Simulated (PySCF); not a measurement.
B(OH)(NH2)2 (BH₅N₂O), SMILES NB(N)O.

Geometry: PBE0-D3(BJ)/def2-SVP. One conformer was computed; it need not be the lowest.

Method: PBE/def2-TZVPD (PySCF).

The molecule is in vacuum.

Computed frontier levels, gap, dipole moment and polarisability:
```json
{
 "highest_occupied_level": "-5.48 eV",
 "lowest_empty_level": "-0.78 eV",
 "orbital_gap": "4.70 eV",
 "dipole_moment": "1.74 D",
 "quadrupole, principal values (traceless, Buckingham form, about the centre of nuclear charge)": "-8.23, -0.66, 8.89 D·Å",
 "mean_static_polarisability": "40.3 bohr³ (5.97 Å³)",
 "polarisability_principal_values": "33.3, 41.6, 45.9 bohr³"
}
```
